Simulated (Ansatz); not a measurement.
`CC(=O)[SiH3]` + `COCO` → `COCOC(C)=O` + SiH₄  (substitution at a C–Si bond)

Gas-phase electronic energies from Ansatz, PBE0-D4/def2-TZVP geometries. CCSD(T)/CBS is the MP2 limit (def2-TZVPP, def2-QZVPP) plus CCSD(T) − MP2 in def2-TZVPP, frozen cores. This one scheme is used for every species. Functionals use def2-TZVPP. B3LYP here is the variant with VWN-RPA as its local correlation; programs differ in this. Each species was taken in one conformer, which may not be the lowest.

`CC(=O)[SiH3]`:

Z-matrix (Å, degrees):
```
C
C 1 1.501
H 1 1.095 2 109.6
H 1 1.090 2 110.7 3 121.8
H 1 1.095 2 109.6 3 -116.4
O 2 1.209 1 122.3 3 -121.8
Si 2 1.938 1 120.8 3 58.3
H 7 1.484 2 107.5 1 -121.2
H 7 1.484 2 107.5 1 120.2
H 7 1.488 2 112.3 1 -0.5
```

`COCO`:

Cartesian coordinates in Å:
```
C -0.935 -0.203 -0.940
O -0.121 -0.863 0.003
C 0.443 -0.004 0.941
O 1.394 0.866 0.399
H -1.334 -0.964 -1.610
H -1.770 0.312 -0.446
H -0.366 0.530 -1.521
H 0.878 -0.655 1.706
H -0.320 0.644 1.390
H 2.131 0.338 0.078
```

`COCOC(C)=O`:

```xyz
15

C    -0.101   -2.090    0.730
O     0.093   -1.935   -0.660
C    -0.468   -0.803   -1.196
O     0.301    0.368   -0.896
C    -0.147    1.188    0.074
C     0.780    2.350    0.247
O    -1.153    1.004    0.704
H     0.471   -1.352    1.302
H    -1.159   -1.993    0.995
H     0.252   -3.088    0.987
H    -0.422   -0.905   -2.279
H    -1.492   -0.641   -0.845
H     1.786    1.991    0.471
H     0.420    2.989    1.050
H     0.838    2.915   -0.685
```

SiH₄:

Z-matrix (Å, degrees):
```
Si
H 1 1.485
H 1 1.485 2 109.5
H 1 1.485 2 109.5 3 -120.0
H 1 1.485 2 109.5 3 120.0
```

```csv
level,ΔE (kJ/mol),difference from CCSD(T)/CBS
PBE-D4,-53.7,-1.6
B3LYP-D4,-56.9,-4.8
ωB97X-V,-62.9,-10.8
r2SCAN,-62.1,-10.0
B3LYP,-53.8,-1.7
SCS-MP2/def2-TZVPP,-57.6,-5.5
HF/def2-QZVPP,-65.7,-13.6
SCS-MP2/def2-QZVPP,-53.5,-1.4
HF/CBS(def2),-65.6,-13.5
MP2/CBS(def2),-52.5,-0.4
CCSD(T)/CBS,-52.1,0
```

Largest T1 diagnostic among the species: 0.015.

From PBE to PBE0 (25 % exact exchange), in def2-TZVPP and without D4, ΔE moves by −4.2 kJ/mol. In def2-TZVPP, CCSD(T) changes the Hartree–Fock value by +8.0 kJ/mol (the triples alone add −1.3 kJ/mol) and MP2 by +7.6 kJ/mol.
